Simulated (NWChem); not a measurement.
C$_{2}$H$_{6}$N, doublet; SMILES [NH]CC

```xyz
9

C      0.2529    -1.2027     0.0000
C     -0.4953     0.1167     0.0000
N      0.3825     1.2443     0.0000
H     -0.4399    -2.0576     0.0000
H      0.8985    -1.2794     0.8876
H      0.8985    -1.2794    -0.8876
H     -1.1825     0.1697    -0.8740
H     -1.1825     0.1697     0.8740
H     -0.2153     2.0830     0.0000
```
Atoms are numbered in this order, from 1.

Results from NWChem. Spin-unrestricted. In the optimisation the excess spin sits in a" (Cs, its own frame). Structure relaxed at the PBE0/def2-SVP, spin-unrestricted level. No stability test was run on the SCF state. B3LYP is NWChem's, with the RPA form of VWN correlation.

Q: Order these by “lowest empty minus highest occupied level, either spin (eV)”, lowest first: B3LYP/cc-pVTZ; B3LYP/aug-cc-pVDZ; B3LYP/cc-pVDZ.

A: B3LYP/aug-cc-pVDZ (4.61), B3LYP/cc-pVTZ (4.75), B3LYP/cc-pVDZ (4.88)
